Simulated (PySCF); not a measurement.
Electron correlation in Sn (tin, neutral)

Starting occupation: [Kr] 4d10 5s2 5p2, 5p1/2 with m_j = -1/2, +1/2. Computed with PySCF 2.14 in x2c-QZVPPall-2c (13s13p9d4f1g, 134 functions), with X2C-1e with screened-nucleus spin-orbit coupling, Gaussian nucleus. Frozen: [Ar] 3d10; 22 electrons correlated; the 32 highest virtual spinors left out.

MP2 pair energies summed by pair of shells (mhartree):

```tsv
pair	energy	share (%)
4d-4d	-331.63	45.9
4d-4p	-125.79	17.4
4d-5s	-70.23	9.7
4p-4p	-43.64	6.0
4d-5p	-35.60	4.9
4d-4s	-31.19	4.3
5p-5s	-29.10	4.0
4p-4s	-18.35	2.5
5s-5s	-14.09	2.0
4p-5s	-8.75	1.2
5p-5p	-4.95	0.7
4p-5p	-3.94	0.5
4s-4s	-3.76	0.5
4s-5s	-1.08	0.1
4s-5p	-0.52	0.1
```

Total MP2 correlation energy: -722.62 mhartree.

The GHF reference relaxed away from the jj start to a determinant that is no pure jj level (⟨S²⟩ = 1.96, ⟨J²⟩ = 1.37); the energies belong to that determinant.

This basis was not built for core-valence correlation, so the inner-shell part is incomplete.
